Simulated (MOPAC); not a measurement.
MOPAC input (PM3):

```
PM3 FORCE THERMO(298,298) PRECISE LET CHARGE=1 GEO-OK AUX(PRECISION=9) THREADS=1
HOSn

O    -0.00000000 1    0.00000000 1   -1.57454032 1
Sn   -0.00000000 1   -0.00000000 1    0.30042125 1
H     0.00000000 1    0.00000000 1   -2.50953240 1
```

Output:

```
 *******************************************************************************
 **                                                                           **
 **                              MOPAC v23.2.5                                **
 **                                                                           **
 *******************************************************************************
 ** MOPAC's Digital Object Identifier: https://doi.org/10.5281/zenodo.6511958 **
 **                                                                           **
 ** Please cite the open-source release paper for use of this MOPAC version:  **
 ** J. E. Moussa and J. J. P. Stewart (2026)                                  **
 ** MOPAC: An open-source semiempirical molecular orbital program             **
 ** J. Open Source Softw., 11(119), 8025, https://doi.org/10.21105/joss.08025 **
 *******************************************************************************

                              PM3 CALCULATION RESULTS

 *******************************************************************************
 *  PM3        - The PM3 Hamiltonian to be used
 *  GEO-OK     - OVERRIDE INTERATOMIC DISTANCE AND OTHER SAFETY CHECKS
 *
 *
 *
 *                 CHARGE ON SYSTEM = +1
 *
 *
 *
 *  LET        - OVERRIDE SOME SAFETY CHECKS
 *  PRECISE    - TIGHTER CRITERIA TO BE USED
 *  FORCE      - FORCE CALCULATION SPECIFIED
 *  AUX        - OUTPUT AUXILIARY INFORMATION
 *  THERMO     - THERMODYNAMIC QUANTITIES TO BE CALCULATED
 *******************************************************************************
PM3 FORCE THERMO(298,298) PRECISE LET CHARGE=1 GEO-OK AUX(PRECISION=9) THREADS=1
 HOSn

   ATOM   CHEMICAL          X               Y               Z
  NUMBER   SYMBOL      (ANGSTROMS)     (ANGSTROMS)     (ANGSTROMS)

     1       O         -0.00000000  *   0.00000000  *  -1.57454032  *
     2      Sn         -0.00000000  *  -0.00000000  *   0.30042125  *
     3       H          0.00000000  *   0.00000000  *  -2.50953240  *

          CARTESIAN COORDINATES

    NO.       ATOM           X           Y           Z

     1         O         -0.0000      0.0000     -1.5745
     2        Sn         -0.0000     -0.0000      0.3004
     3         H          0.0000      0.0000     -2.5095

  H: (PM3): J. J. P. STEWART, J. COMP. CHEM. 10, 209 (1989).
  O: (PM3): J. J. P. STEWART, J. COMP. CHEM. 10, 209 (1989).
 Sn: (PM3): J. J. P. STEWART, J. COMP. CHEM. 12, 320-341 (1991).

           Empirical Formula: H O Sn  =     3 atoms

      MOLECULAR POINT GROUP   :   C*v

      RHF CALCULATION, NO. OF DOUBLY OCCUPIED LEVELS = 5

          HEAT OF FORMATION =     134.442263 KCALS/MOLE

          CARTESIAN COORDINATE DERIVATIVES

   NUMBER  ATOM         X            Y            Z

     1       O     -0.000428    -0.000001     0.000000
     2      Sn      0.001315     0.000000     0.000000
     3       H     -0.000887     0.000000     0.000000

 DIPOLE           X         Y         Z       TOTAL
 POINT-CHG.    11.306     0.000    -0.000    11.306
 HYBRID        -2.909     0.000     0.000     2.909
 SUM            8.397     0.000    -0.000     8.397

          GRADIENT NORM =   0.00164

          MOLECULAR WEIGHT =  135.70

          ROTATIONAL CONSTANTS IN CM(-1)

          A =    0.00000000   B =    0.29963335   C =    0.29963335

           PRINCIPAL MOMENTS OF INERTIA IN UNITS OF 10**(-40)*GRAM-CM**2

          A =        0.0000   B =       93.4234   C =       93.4234

          ORIENTATION OF MOLECULE IN FORCE CALCULATION

    NO.       ATOM         X         Y         Z

     1          O      -1.6330   -0.0000    0.0000
     2         Sn       0.2419   -0.0000    0.0000
     3          H      -2.5680    0.0000   -0.0000

    FIRST DERIVATIVES WILL BE USED IN THE CALCULATION OF SECOND DERIVATIVES

    FOR POINT-GROUP C*v  THERE ARE  84 UNIQUE SYMMETRY FUNCTIONS.

(To convert to Hartree/Bohr^2, multiply by (10^(-21) x N x a0^2)/(4.184 x 627.51) =  0.0642)

           FORCE MATRIX IN MILLIDYNES/ANGSTROM

                  O  1      Sn  2       H  3
 ------------------------------------------
     O    1  16.153768
    Sn    2   7.510491   7.867583
     H    3   8.644559   0.372535   9.000067

          HEAT OF FORMATION =     134.442263 KCALS/MOLE

          ZERO POINT ENERGY       8.591 KCAL/MOL

           NORMAL COORDINATE ANALYSIS (Total motion = 1 Angstrom)

   Root No.       1         2         3         4

                 1 Pi      1 Pi      1 Sig     2 Sig

                 526.0     526.0     947.3    4009.9

   x  O    1   -0.0000    0.0000    0.4634   -0.0600
   y  O    1   -0.0859   -0.0020   -0.0000   -0.0000
   z  O    1    0.0020   -0.0859    0.0000    0.0000
   x Sn    2    0.0000   -0.0000   -0.0665    0.0001
   y Sn    2    0.0039    0.0001    0.0000    0.0000
   z Sn    2   -0.0001    0.0039   -0.0000   -0.0000
   x  H    3    0.0000   -0.0000    0.4701    0.9399
   y  H    3    0.9100    0.0211   -0.0000   -0.0000
   z  H    3   -0.0211    0.9100    0.0000    0.0000

           MASS-WEIGHTED COORDINATE ANALYSIS (NORMAL COORDINATES)

   Root No.       1         2         3         4

                 1 Pi      1 Pi      1 Sig     2 Sig

                 526.0     526.0     947.3    4009.9

   x  O    1   -0.0000    0.0000    0.9063   -0.2464
   y  O    1   -0.3516   -0.0081   -0.0000   -0.0000
   z  O    1    0.0081   -0.3516    0.0000    0.0000
   x Sn    2    0.0000   -0.0000   -0.3540    0.0011
   y Sn    2    0.0430    0.0010    0.0000    0.0000
   z Sn    2   -0.0010    0.0430   -0.0000   -0.0000
   x  H    3    0.0000   -0.0000    0.2308    0.9692
   y  H    3    0.9349    0.0217   -0.0000   -0.0000
   z  H    3   -0.0217    0.9349    0.0000    0.0000

          DESCRIPTION OF VIBRATIONS

 VIBRATION          2    1Pi         ATOM PAIR     ENERGY CONTRIBUTION    RADIAL
 FREQUENCY           526.03         O 1 -- H 3         +98.4% ( 99.8%)      0.0%
 TRANSITION DIPOLE   1.4106         O 1 -- Sn2          +1.6% ( 12.6%)      0.0%
 TRAVEL (Ang.)       0.3552
 REDUCED MASS        1.0160
 EFFECTIVE MASS      1.9441
 FORCE CONSTANT      0.1656

 VIBRATION          3    1Sig        ATOM PAIR     ENERGY CONTRIBUTION    RADIAL
 FREQUENCY           947.34         O 1 -- Sn2         +70.1% (133.9%)    100.0%
 TRANSITION DIPOLE   2.0698         O 1 -- H 3         +29.9% ( 87.5%)    100.0%
 TRAVEL (Ang.)       0.0750
 REDUCED MASS       12.6621
 EFFECTIVE MASS     30.2449
 FORCE CONSTANT      6.6952

 VIBRATION          4    2Sig        ATOM PAIR     ENERGY CONTRIBUTION    RADIAL
 FREQUENCY          4009.89         O 1 -- H 3         +99.4% (100.0%)    100.0%
 TRANSITION DIPOLE   1.2344         O 1 -- Sn2          +0.6% (  8.0%)    100.0%
 TRAVEL (Ang.)       0.1332
 REDUCED MASS        0.9482
 EFFECTIVE MASS      1.4314
 FORCE CONSTANT      8.9829

      SYMMETRY NUMBER FOR POINT-GROUP C*v =  1

          SYSTEM IS A GROUND STATE

 HOSn

          MOLECULE IS LINEAR

          THERE ARE  4 GENUINE VIBRATIONS IN THIS SYSTEM
          THIS THERMODYNAMICS CALCULATION IS LIMITED TO
          MOLECULES WHICH HAVE NO INTERNAL ROTATIONS

                    CALCULATED THERMODYNAMIC PROPERTIES
                                          *
   TEMP. (K)   PARTITION FUNCTION   H.O.F.    ENTHALPY  HEAT CAPACITY ENTROPY
                                   KCAL/MOL   CAL/MOLE    CAL/K/MOL  CAL/K/MOL

 298.00  VIB.     0.1191D+01                   285.8587     2.8216     1.3065
         ROT.     0.6912D+03                   592.1869     1.9872    14.9805
         INT.     0.8232D+03                   878.0455     4.8088    16.2870
         TRA.     0.1528D+28                  1480.4672     4.9680    40.6257
         TOT.                      134.442    2358.5127     9.7768    56.9127

   *: NOTE: HEATS OF FORMATION ARE RELATIVE TO THE
            ELEMENTS IN THEIR STANDARD STATE AT 298K
              (=  Standard Enthalpy of Formation).

            Hvib:  Zero-point energy is not included.
                   frequencies of less than zero cm-1 are not included.
            Hrot = (3/2)RT
            Htra = (3/2)RT + pV = (5/2)RT

            Heat capacity is Cp, not Cv

          For more information, see: HTTP://OpenMOPAC.net/Manual/thermochemistry.html

           FORCE CONSTANT IN CARTESIAN COORDINATES (Millidynes/A)

    ATOM   CHEMICAL       X               Y               Z
   NUMBER   SYMBOL  FORCE CONSTANT  FORCE CONSTANT  FORCE CONSTANT

      1       O       16.148080        0.324585        0.324585
      2      Sn        7.867070        0.036059        0.036059
      3       H        8.997307        0.143528        0.143528

 **********************
 *                    *
 * JOB ENDED NORMALLY *
 *                    *
 **********************

 == MOPAC DONE ==
```

The dipole moment of an ion depends on the origin.
